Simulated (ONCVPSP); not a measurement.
**Scattering properties, ONCV potential for holmium (Ho)**

holmium, optimised norm-conserving Vanderbilt (ONCV), made with ONCVPSP 4.0.1 (Wu-Cohen, scalar-relativistic). Core [Kr], reference 4d10 4f11 5s2 5p6 6s1.75 6p0.25. Waves: 5s+6s: rc 2.45 bohr, ncon 4, nbas 7, qcut 4.3 1/bohr, 2 projectors; 5p+6p: rc 2.45 bohr, ncon 5, nbas 10, qcut 5.3 1/bohr, 2 projectors; 4d: rc 0.60 bohr, ncon 3, nbas 6, qcut 15.3 1/bohr, 2 projectors, debl 0.5 Ha; 4f: rc 0.95 bohr, ncon 3, nbas 8, qcut 19.6 1/bohr, 1 projector. Local part: polynomial inside 0.60 bohr (lpopt 5, dvloc0 3 Ha). Core correction: none.

In the d channel the program set the typed energies aside and used -5.861, 0.250 Ha.

The phase is arctan(r·R′/R) of the radial function R(r), unwrapped; energies in Ha, scanned from -7 to 5 Ha. A pole is an energy at which the radial function vanishes at the test radius. The pseudo phase is shifted by a multiple of π to meet the all-electron one at the reference energy, and phase errors are pseudo minus all-electron; the curves can meet again beyond the range given. Levels narrower than the energy grid can be missing from the lists of poles.

Task: For each channel, where are the poles, and over which energies does the pseudopotential scatter like the atom?

Result:

```tsv
channel	radius (bohr)	reference energy (Ha)	poles, all-electron	poles, pseudo	unbroken range about the reference energy with phases within 0.05 rad	phase error 1 Ha above the reference energy (rad)
s	2.49	-0.15	-1.79, 2.22	-1.79, 1.47, 2.56	below 1.3	-0.011
p	2.49	-0.05	-0.78, 3.12	-0.78, 3.06	below 4.2	-0.003
d	0.61	-5.86	none	none	the whole range	+0.000
f	0.96	-0.13	1.93	2.00	below 4.9	+0.003
```

Note: ghosts flagged at negative energy: s at -688.2 eV, p at -333.5 eV; GHOST(+) flagged for s at 41.6 eV. A true bound ghost makes a file unfit for plane-wave use.

Phases in the s channel:

```
E (Ha)  all-electron  pseudo
 -6.96         1.443   1.443
 -6.32         1.435   1.435
 -5.68         1.425   1.425
 -5.04         1.413   1.413
 -4.40         1.397   1.397
 -3.76         1.375   1.375
 -3.12         1.339   1.339
 -2.48         1.259   1.259
 -1.84        -1.473  -1.473
 -1.20        -1.872  -1.872
 -0.56        -2.152  -2.152
  0.08        -3.360  -3.361
  0.72        -4.363  -4.372
  1.36        -4.587  -4.637
  2.00        -4.687  -7.776
  2.64        -4.759  -7.862
  3.28        -4.839  -7.927
  3.92        -4.995  -8.011
  4.56        -5.853  -8.205
```
